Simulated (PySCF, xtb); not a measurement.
C3H4, SMILES C1=CC1.

GFN2-xTB (xtb 6.7.1) at its own geometry gives an orbital gap of 4.88 eV and a dipole moment of 0.48 D.

Geometry optimised at B3LYP-D3(BJ)/def2-TZVP.

What does PBE/def2-TZVPD (PySCF) give? (An estimate is asked for; the answer gives what the named calculation found.)

gap 5.10 eV (levels -6.12 and -1.02 eV), dipole 0.48 D.
